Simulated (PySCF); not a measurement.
Gas-phase reaction: B3O3H3 + 6 OH ⇌ 3 HBO2 + 3 H2O

Method: PySCF energies plus ideal-gas RRHO corrections (1 bar). 'Table' is the NASA 1993 thermochemical table (part measured, part estimated). After a fit of one offset per element over all species, the range-separated, M06-2X, PBE0/def2-QZVP and CCSD(T)/def2-TZVPP enthalpies, where run, lie to one side of the table for B3O3H3 (+31 kJ/mol): a fault of the table's entry, another state or a shared error of the levels is possible; this was not checked at source. † marks an energy on the PBE0/def2-TZVP geometry and frequencies. MP2 freezes the core. Open shells (unrestricted): OH (multiplicity 2, electronic degeneracy 4); the rest are closed-shell singlets. Spin-orbit splitting is ignored; it lowers the true energy and changes the entropy of OH. MP2 isn't extrapolated to the basis-set limit; its ΔH°(298 K) is -1483.5 kJ in def2-SVP and -1544.7 kJ in def2-TZVPP. The harmonic model lacks anharmonicity and excited electronic states, which grow with temperature; levels with a mode under 35 cm⁻¹ are left out. The table's entry may be an old estimate for B3O3H3, OH, HBO2 (not checked at source).

| level | ΔH°(298 K), kJ | minus table | ΔG°(2500 K), kJ |
|---|---|---|---|
| table | -1425.9 | - | -1046.9 |
| HF/def2-TZVP† | -738.2 | 687.7 | -429.9 |
| M06-2X/def2-TZVP† | -1390.3 | 35.6 | -1082.0 |
| MP2/def2-SVP† | -1483.5 | -57.6 | -1175.2 |
| PBE0/def2-QZVP† | -1363.5 | 62.4 | -1055.2 |
| PBE0/def2-SVP† | -1348.5 | 77.4 | -1040.2 |
| ωB97X-V/def2-TZVP† | -1343.6 | 82.3 | -1035.3 |
